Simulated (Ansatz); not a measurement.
A structure relaxed at PBE0-D4/def2-SVP in Ansatz, charge 0, singlet:

```xyz
6

Ca    0.8259   -0.0727    0.9867
Ca    0.8005    1.7287   -2.0833
Ca   -2.3907   -1.4594    0.3530
Se    2.7588    1.2310   -0.4684
Se   -0.6087   -2.1346    2.1021
Se   -1.3858    0.7071   -0.8900
```

**Question.** Give its formula and point group.

**Answer.** Ca₃Se₃. Point group Cs (tolerance 0.1 Å).

**Question.** Summarise the bond lengths by kind (pairs closer than 1.2 times the sum of covalent radii, bridged metal pairs left out).

**Answer.** 7 × Ca–Se 2.59 to 3.00 Å.

The structure comes from a short search, and lower isomers may exist.
